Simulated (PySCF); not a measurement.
**NMR problem set**

One conformer, rapidly exchanging positions averaged, non-relativistic Hamiltonian, no solvent model. Shieldings: GIAO PBE0/pcSseg-1; coordinates at the GFN2-xTB level; PySCF 2.14.0 with density-fitted response routines.

Referencing at the same level of theory: 1H (σ = 31.72 ppm), 13C (σ = 186.93 ppm) vs TMS. Splittings of carbon signals by F and P are missing where no couplings were computed. Where no couplings were computed, multiplicities follow the n + 1 count of equivalent neighbours, and m marks all less simple cases (inequivalent or close neighbours, rings, F or P nearby). Shifts are as computed. Against solution values, carbons near 30 ppm lie about +3 ppm off and those near 130 ppm about +5 ppm. Of 1211 compounds with measured shifts, 218 miss one by over three times the rms of a fit or turn the order of signals round; such compounds aren't used in these exercises. OH and NH positions are gas-phase values without hydrogen bonding to other molecules.

(1) C5H6F2. 1H NMR (400 MHz, computed): δ 2.09 (s, 3H), 1.70 (m, 3H). 13C{1H} NMR (computed): δ 161.0 (C), 106.7 (C), 83.7 (C), 21.7 (CH3), 7.9 (CH3). What is it?

(2) C5H7F3NP. 1H NMR (300 MHz, computed): δ 2.96 (m, 3H), 2.20 (s, 3H), 1.86 (br s, 1H). 13C{1H} NMR (computed): δ 139.4, 112.9, 80.7, 35.6, 5.8. Give a structure.

Results:

(1) SMILES CC1=C(F)[C@@]1(C)F. Rings plus π bonds: 2 (1 ring in the answer). 5 carbon signals for 5 carbons: no two carbons are equivalent. Carbon types of the structure: 3 × C, 2 × CH3, which accounts for all hydrogens. δC 161.0, 106.7: fully substituted alkene carbon; the olefinic region. δC 83.7: three-membered-ring carbon; deshielded by the electronegative neighbour. δC 21.7: methyl carbon; aliphatic region, no heteroatom directly attached. δH 2.09: hydrogen on an allylic methyl carbon; allylic position.

The shifts were computed for this structure.

(2) SMILES CC#CP(NC)C(F)(F)F. 5 carbon signals for 5 carbons: no two carbons are equivalent. Carbon types of the structure: 3 × C, 2 × CH3, leaving 1 H on heteroatoms. δC 139.4: CF3 carbon; 3 electronegative neighbours deshield it. δC 112.9, 80.7: alkyne carbon. δH 2.96: hydrogen on a methyl carbon bonded to N; its carbon carries N, hence the downfield position. δH 1.86: hydrogen on a nitrogen bonded to C, P; labile proton, position sensitive to the medium.

This is the structure that produced the data.
